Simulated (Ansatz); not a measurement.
`FBN[CH2][SnH3]` + `[AlH2][SH]` → `[AlH2][S][SnH3]` + `CNBF` at 298.15 K and 1 bar (ligand exchange at the Sn–C bond).

Gas-phase electronic energies from Ansatz, PBE0-D4/def2-TZVP geometries. CCSD(T)/CBS is the MP2 limit (def2-TZVPP, def2-QZVPP) plus CCSD(T) − MP2 in def2-TZVPP, frozen cores. This one scheme is used for every species. Elements past krypton have def2 core potentials. For Sn outer-core shells are correlated without core-valence functions, which leaves a few kJ/mol of doubt a bond. One conformer a species, not always the lowest.

| species | CCSD(T)/CBS energy (Eh) | H − E (kJ/mol) | S (J/(mol·K)) |
| --- | --- | --- | --- |
| `FBN[CH2][SnH3]` | -435.64520 | 235.9 | 375.9 |
| `[AlH2][SH]` | -641.61836 | 72.6 | 268.0 |
| `[AlH2][S][SnH3]` | -856.85532 | 115.3 | 355.3 |
| `CNBF` | -220.44549 | 202.3 | 291.0 |

H − E and S are ideal-gas, rigid-rotor, harmonic terms from PBE0-D4/def2-TZVP, for one conformer and one mirror image of each species. 1 Eh = 2625.50 kJ/mol, R = 8.31446 J/(mol·K).

**Question.** By hand: ΔE, ΔH, ΔS and ΔG.

**Answer.** ΔE = (-856.85532) + (-220.44549) − (-435.64520) − (-641.61836) = -0.03725 Eh = -97.8 kJ/mol. Δ(H − E) = 115.3 + 202.3 − 235.9 − 72.6 = 9.1, so ΔH = -88.7 kJ/mol. ΔS = 355.3 + 291.0 − 375.9 − 268.0 = 2.4 J/(mol·K). ΔG = -88.7 − 298.15 × (2.4)/1000 = -89.4 kJ/mol.

**Question.** By hand: the equilibrium constant, and the temperature at which ΔG would vanish if ΔH and ΔS stayed fixed.

**Answer.** log₁₀ K = −ΔG/(RT ln 10) = 15.7. ΔH and −TΔS have one sign here, so there is no such temperature. One of them is within its doubt of zero, so this could turn.

The number of gas molecules stays the same, so ΔS is small and ΔH decides. A doubt of 5 kJ/mol in ΔE shifts log₁₀ K by 0.9 here. Other conformers and mirror images would add mixing entropy, several J/(mol·K) or more a flexible species. Modes under 60 cm⁻¹, often nearly free rotors, make the harmonic entropy too high. These are equilibria of isolated gas molecules and say nothing of rates. Largest T1 diagnostic: 0.013 (customary marks: 0.02 for closed shells, 0.045 for open ones).
